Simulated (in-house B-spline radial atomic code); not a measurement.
Cu⁺. Computed with a B-spline radial atomic code. Model: non-relativistic spherical atom: semilocal Troullier-Martins pseudo-atom, one channel per l, against all electrons, high spin, G0W0 and RPA with empty states to l = 8, local potential for every l without a channel, a model core (radius 0 = none) keeps its share of the functional.

What the tables leave out is listed at the end.

The pseudopotential gives back the lowest level of each angular momentum of its own functional in the configuration it was made in; a second state of the same l is only approximately right. Exact exchange, RPA and GW see the smooth pseudo-orbitals and miss the exchange with the core, for which the functional's share stands in. The column with an uncorrelated core keeps all orbitals and exact exchange, and so separates missing core correlation from pseudisation. Only the three outermost levels and the lowest empty one were computed. RPA here is direct RPA, with no exchange kernel, and its energies carry an (l + 1/2)⁻⁴ tail. A hybrid on a potential with a model core restores only its own semilocal share of the core's exchange.

Command:
```bash
python run_psgw.py task.json out
```
Settings (lengths in bohr, energies in hartree):
```
Z                      29
electrons              28
configuration          [Ar] 3d10
generated_in           [Ar] 3d10 4s1
functional             pbe,pbe
core_shells            3
radius_factor          0.9
core_correction        False
```

Run time, properties included: 28 s on 1 thread of Arm Neoverse N1 (shared host).

Given: made with PBE; model core radius 0 bohr; local radius 0.716 bohr; mean-field start PBE.

Valence shells of the generating configuration: 3s, 3p, 3d, 4s.

Channel: s 0.555, p 0.566, d 1.631 (radii in bohr).

Computed: largest level miss in the spin-unpolarised generating configuration 0.049 eV; valence RPA correlation energy all-electron orbitals -1.4056 hartree; valence RPA correlation energy pseudo -1.2482 hartree; all-electron RPA polarisability, core included 6.9921 bohr³.

```json
{"level": "3d", "occupied": "1", "mean-field all-electron (eV)": "-13.751", "mean-field pseudo minus all (eV)": "-0.045", "G0W0 all-electron (eV)": "-20.04", "G0W0 uncorrelated core minus all (eV)": "0.081", "G0W0 pseudo minus all (eV)": "0.089", "exchange self-energy all-electron (eV)": "-46.207", "exchange self-energy pseudo (eV)": "-42.005"}
{"level": "4s (empty)", "occupied": "0", "mean-field all-electron (eV)": "-11.588", "mean-field pseudo minus all (eV)": "-0.078", "G0W0 all-electron (eV)": "-7.8957", "G0W0 uncorrelated core minus all (eV)": "0.007", "G0W0 pseudo minus all (eV)": "-0.119", "exchange self-energy all-electron (eV)": "-3.0285", "exchange self-energy pseudo (eV)": "-2.6006"}
```

**Question.** What is the pseudo-atom RPA polarisability?

**Answer.** 6.9724 bohr³.

Given: mean-field start PBE0.

Computed: valence RPA correlation energy pseudo -1.1933 hartree; all-electron RPA polarisability, core included 5.349 bohr³; pseudo-atom RPA polarisability 5.3761 bohr³.

```csv
level,occupied,mean-field all-electron (eV),mean-field pseudo minus all (eV),G0W0 all-electron (eV),G0W0 uncorrelated core minus all (eV),G0W0 pseudo minus all (eV),exchange self-energy all-electron (eV),exchange self-energy pseudo (eV)
3d,1,-15.954,-0.032,-20.396,0.09,0.058,-46.522,-42.286
4s (empty),0,-10.169,-0.094,-7.6212,0.006,-0.129,-2.6749,-2.3218
```

**Question.** What is the valence RPA correlation energy all-electron orbitals?

**Answer.** -1.34 hartree.

Given: mean-field start Hartree-Fock.

Computed: valence RPA correlation energy all-electron orbitals -1.1937 hartree; all-electron RPA polarisability, core included 3.2393 bohr³; pseudo-atom RPA polarisability 3.3214 bohr³.

```json
{"level": "3d", "occupied": "1", "mean-field all-electron (eV)": "-22.045", "mean-field pseudo minus all (eV)": "0.047", "G0W0 all-electron (eV)": "-20.451", "G0W0 uncorrelated core minus all (eV)": "0.096", "G0W0 pseudo minus all (eV)": "-0.099", "exchange self-energy all-electron (eV)": "-47.124", "exchange self-energy pseudo (eV)": "-42.833"}
{"level": "4s (empty)", "occupied": "0", "mean-field all-electron (eV)": "-6.3361", "mean-field pseudo minus all (eV)": "-0.095", "G0W0 all-electron (eV)": "-7.085", "G0W0 uncorrelated core minus all (eV)": "0.003", "G0W0 pseudo minus all (eV)": "-0.138", "exchange self-energy all-electron (eV)": "-1.5298", "exchange self-energy pseudo (eV)": "-1.384"}
```

**Question.** What is the valence RPA correlation energy pseudo?

**Answer.** -1.0712 hartree.

Among the listed levels the largest G0W0 shift of the pseudo-atom is -0.14 eV, for 4s (empty) on the Hartree-Fock start, while leaving the core uncorrelated moves that level by +0.00 eV. The rest, -0.14 eV, comes from pseudisation and the lost core exchange. Not in the tables (levels of low weight, unsolved or above zero; the highest and the empty levels are kept at any weight): on PBE the G0W0 levels 3p (pseudo minus all -1.08 eV, weights 0.02 and 0.01), 3s (pseudo minus all -3.03 eV, weights 0.03 and 0.32); on PBE0 the G0W0 levels 3p (pseudo minus all -0.38 eV, weights 0.26 and 0.18), 3s (pseudo minus all -0.57 eV, weights 0.28 and 0.26); on Hartree-Fock the G0W0 levels 3p (pseudo minus all -0.93 eV, weights 0.69 and 0.65), 3s (pseudo minus all -1.27 eV, weights 0.35 and 0.25).
